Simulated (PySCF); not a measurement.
C4H6Ge, SMILES [GeH3][C](=C)C#C. Geometry: PBE0-D3(BJ)/def2-SVP. The structure was generated by enumeration, and PubChem lists no compound with its InChIKey, so it may never have been made.

Calculation: PBE0-D3(BJ)/def2-SVP (PySCF).

Harmonic wavenumbers (cm⁻¹): 104, 126, 239, 270, 420, 430, 567, 639, 647, 682, 686, 757, 831, 878, 890, 940, 964, 1195, 1417, 1674, 2159, 2168, 2170, 2218, 3156, 3262, 3490. Rotational constants (GHz): 5.533, 2.001, 1.497; symmetry number 1.

### Question
Work out the zero-point energy and the ideal-gas rigid-rotor harmonic-oscillator thermochemistry at 298.15 K and 1 atm.

### Answer
ZPE = ½ Σ hcν = ½ × 32978 cm⁻¹ = 197.25 kJ/mol. H − E(el) = 217.75 kJ/mol. Entropy in J/(mol K): translation 169.13, rotation 114.49, vibration 60.60, total 344.22. G − E(el) = 115.12 kJ/mol. Cp = 110.79 J/(mol K). Modes under 150 cm⁻¹ make the vibrational entropy uncertain.
